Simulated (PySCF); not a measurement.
SMILES OB(O)C[SiH2]O[SiH3] (GFN2-xTB optimised geometry):

```
16

O      2.176    -0.325    -2.298
B      1.939    -0.152    -0.965
O      2.081     1.099    -0.469
C      1.438    -1.299     0.000
Si    -0.466    -1.299     0.000
O     -1.038     0.212     0.000
Si    -0.947     1.834    -0.010
H      2.052    -1.208    -2.639
H      2.336     1.749    -1.125
H      1.781    -1.114     1.016
H      1.802    -2.283    -0.289
H     -0.993    -1.907    -1.228
H     -0.994    -1.926     1.212
H     -0.057     2.283     1.053
H     -0.511     2.260    -1.340
H     -2.336     2.227     0.236
```

Level of theory: PBE0/def2-TZVP (PySCF).

What are the frontier orbital energies and the dipole moment?

HOMO-2 -9.03 eV, HOMO-1 -8.39 eV, HOMO -8.20 eV, LUMO 0.12 eV, LUMO+1 0.57 eV; dipole moment 1.79 D.

On the same geometry PySCF with PBE/def2-TZVP gives HOMO-2 -7.58 eV, HOMO-1 -6.96 eV, HOMO -6.84 eV, LUMO -0.74 eV, LUMO+1 -0.27 eV; dipole moment 1.78 D.

Meta-Löwdin charges at PBE0/def2-TZVP: O1 -0.54, B2 0.45, O3 -0.52, C4 -0.61, Si5 0.91, O6 -0.85, Si7 0.77, H8 0.36, H9 0.36, H10 0.15, H11 0.13, H12 -0.13, H13 -0.12, H14 -0.11, H15 -0.12, H16 -0.12.
